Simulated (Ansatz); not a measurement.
C₂H₅FO₂Si, SMILES `C=C[Si](O)(O)F`. Total charge 0; spin multiplicity 1.

```json
{"atom": "C1", "x (Å)": "1.150", "y (Å)": "-1.318", "z (Å)": "-0.774"}
{"atom": "C2", "x (Å)": "-0.109", "y (Å)": "-1.046", "z (Å)": "-0.443"}
{"atom": "Si3", "x (Å)": "-0.585", "y (Å)": "0.511", "z (Å)": "0.408"}
{"atom": "O4", "x (Å)": "0.690", "y (Å)": "1.465", "z (Å)": "0.769"}
{"atom": "O5", "x (Å)": "-1.614", "y (Å)": "1.326", "z (Å)": "-0.547"}
{"atom": "F6", "x (Å)": "-1.301", "y (Å)": "0.144", "z (Å)": "1.791"}
{"atom": "H7", "x (Å)": "1.956", "y (Å)": "-0.622", "z (Å)": "-0.562"}
{"atom": "H8", "x (Å)": "1.430", "y (Å)": "-2.241", "z (Å)": "-1.275"}
{"atom": "H9", "x (Å)": "-0.880", "y (Å)": "-1.775", "z (Å)": "-0.685"}
{"atom": "H10", "x (Å)": "1.114", "y (Å)": "1.336", "z (Å)": "1.619"}
{"atom": "H11", "x (Å)": "-1.852", "y (Å)": "2.221", "z (Å)": "-0.300"}
```

(1) List the harmonic frequencies (cm⁻¹, unscaled) at PBE0-D4/def2-TZVP in Ansatz. (Estimate.)

(2) Is this a minimum?

(3) Give the ideal-gas thermochemistry at 298.15 K and 1 bar (rigid rotor, harmonic oscillator; point group C1, symmetry number 1).

## Answers

(1) Ansatz gave: 69, 151, 168, 201, 267, 291, 341, 351, 426, 559, 681, 786, 811, 896, 936, 993, 1017, 1027, 1049, 1298, 1445, 1679, 3136, 3153, 3221, 3923, 3931.

(2) Yes, all 27 modes are real.

(3) Zero-point energy 196.2 kJ/mol; H(298) − E = 219.9 kJ/mol; entropy 363.6 J/(mol·K), of which translation 167.3, rotation 114.0, vibration 82.3; G(298) − E = 111.5 kJ/mol. Modes under 100 cm⁻¹ are hindered rotations or soft bends, so the harmonic entropy is rough.
